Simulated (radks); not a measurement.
Values are calculated unless marked as measured or tabulated.
Spin polarisation of the 2p2 shell in neutral carbon. Start: [He] 2s2 2p(up 1, down 1); electrons of 2p are moved from spin down to spin up, other shells keep equal spins. Level of theory: non-relativistic Kohn-Sham, PBE, spin-polarised, spherical densities, point nucleus (a radial shooting solver on a logarithmic mesh with Libxc functionals).

| moment (Bohr magnetons) | E - E(0) (eV) | e(2p up) (eV) | e(2p down) (eV) | 2s down minus up (eV) |
|---|---|---|---|---|
| 0 | 0.000 | -5.289 | -5.289 | 0.000 |
| 0.5 | -0.077 | -5.571 | -4.955 | 0.682 |
| 1 | -0.309 | -5.803 | -4.567 | 1.368 |
| 1.5 | -0.695 | -5.980 | -4.123 | 2.060 |
| 2 | -1.238 | -6.099 | -3.611 | 2.759 |

At moment 2 the spin-polarisation energy is -1.238 eV and the 2p exchange splitting 2.487 eV, that is 1.244 eV per Bohr magneton; E = -I m^2/4 would give I = 1.238 eV.
